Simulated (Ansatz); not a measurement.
One change: `C[NH][GaH][CH3]` becomes `C[NH][GaH2]`.

Ansatz, PBE0-D4/def2-TZVP geometries, multiplicity 1. Each molecule was computed in one conformer, which needn't be the lowest.

Scalar relativity is left out up to krypton.

```csv
property,`C[NH][GaH][CH3]`
HOMO energy (PBE0/def2-TZVPP) / eV,-6.54
LUMO energy (PBE/def2-TZVPP) / eV,-1.07
size of the dipole moment (B3LYP/def2-TZVPP) / D,0.72
HOMO–LUMO gap (B3LYP/def2-TZVPP) / eV,5.78
"ideal-gas entropy at 298 K and 1 bar (rigid rotor, harmonic PBE0-D4/def2-TZVP) / J/(mol·K)",361
HOMO–LUMO gap (ωB97M-V/def2-TZVPP) / eV,10.21
```

**Question.** Give the same properties after the change, and the shifts. (Best estimate.)

**Answer.** Computed: 
| property | `C[NH][GaH2]` | shift |
| --- | --- | --- |
| HOMO energy (PBE0/def2-TZVPP) / eV | -6.73 | -0.19 |
| LUMO energy (PBE/def2-TZVPP) / eV | -1.51 | -0.44 |
| size of the dipole moment (B3LYP/def2-TZVPP) / D | 1.03 | 0.31 |
| HOMO–LUMO gap (B3LYP/def2-TZVPP) / eV | 5.53 | -0.25 |
| ideal-gas entropy at 298 K and 1 bar (rigid rotor, harmonic PBE0-D4/def2-TZVP) / J/(mol·K) | 303 | -58 |
| HOMO–LUMO gap (ωB97M-V/def2-TZVPP) / eV | 9.97 | -0.24 |

With PBE0 the HOMO falls by 0.19 eV and the LUMO falls by 0.45 eV, so the gap narrows by about 0.26 eV. PBE moves the HOMO by -0.21 eV and ωB97M-V by -0.17 eV. The zero-point energy changes by -76.1 kJ/mol with -9 modes. Dipoles are sizes alone; their direction can turn. Modes under 60 cm⁻¹, often nearly free rotors, make the harmonic entropy too high.

B3LYP here is the variant with VWN-RPA as its local correlation; programs differ in this.
